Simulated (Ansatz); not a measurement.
`N[SiH](N)O`. The species carries charge 0 and has multiplicity 1.

Z-matrix (Å, degrees):
```
Si
N 1 1.706
O 1 1.648 2 119.3
N 1 1.713 2 104.7 3 119.0
H 1 1.482 2 106.1 3 -114.4
H 2 1.007 1 121.6 3 -73.1
H 2 1.006 1 120.9 3 78.5
H 3 0.959 1 116.3 2 67.1
H 4 1.007 1 119.8 2 -170.5
H 4 1.007 1 119.6 2 45.7
```

(1) Give the diagnostics of a CCSD(T)/def2-TZVPP run (frozen core, Ansatz 0.2.0). (Estimate.)

Answers

(1) Computed: T1 = 0.0102, largest single amplitude 0.013, largest double 0.017, (T) share of the correlation energy 3.5 %, 9 CCSD cycles. The RHF solution is stable towards an unrestricted one. T1 lies under the customary mark of 0.02 for closed shells.
